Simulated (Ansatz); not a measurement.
The first iterations of a band of BF2H + H2S (7 atoms, charge 0, multiplicity 1).

Computed with RKS revPBE-D4/def2-SVP (Ansatz).

```yaml
movable_images: 7
climbing_image: yes
spring: 5.0 eV/Å²
optimiser: quadratic models (default)
start_path: through a guess of the saddle point
force_threshold: 0.05 eV/Å
iteration_limit: 60
end_points: relaxed
```

First end point:

```xyz
7
Properties=species:S:1:pos:R:3
B 0.060 -0.239 -0.010
F -0.131 -0.826 1.182
F 1.326 -0.090 -0.423
H -0.870 -0.059 -0.768
S -0.120 2.394 1.081
H 1.187 2.262 1.442
H -0.542 1.815 2.239
```

Last end point:

```xyz
7
Properties=species:S:1:pos:R:3
B 0.157 0.590 -0.186
F -0.503 -0.463 2.129
F 1.349 -0.001 -0.263
H -0.814 0.135 -0.751
S -0.015 2.217 0.648
H 1.280 2.298 1.071
H -0.543 0.481 2.094
```

| iteration | highest image above the first end (eV) | largest band force component (eV/Å) |
| --- | --- | --- |
| 1 | 4.068 | 7.001 |
| 2 | 2.396 | 3.178 |
| 3 | 1.608 | 1.906 |
| 4 | 1.342 | 1.549 |

Task: Does the band converge within its limit, and where does its top end?

Result: The forces met the threshold. It ended after 14 iterations with the highest image 1.071 eV above the first end. A vibrational analysis at the climbing image gives one clearly imaginary mode, 592i cm⁻¹: a first-order saddle point. The orbitals stay closed-shell, which can raise the energy where a bond breaks towards radicals; this wasn't checked here.

The run took 2.9 min on 1 thread of Arm Neoverse V1 (shared host), peak memory 0.15 GiB.
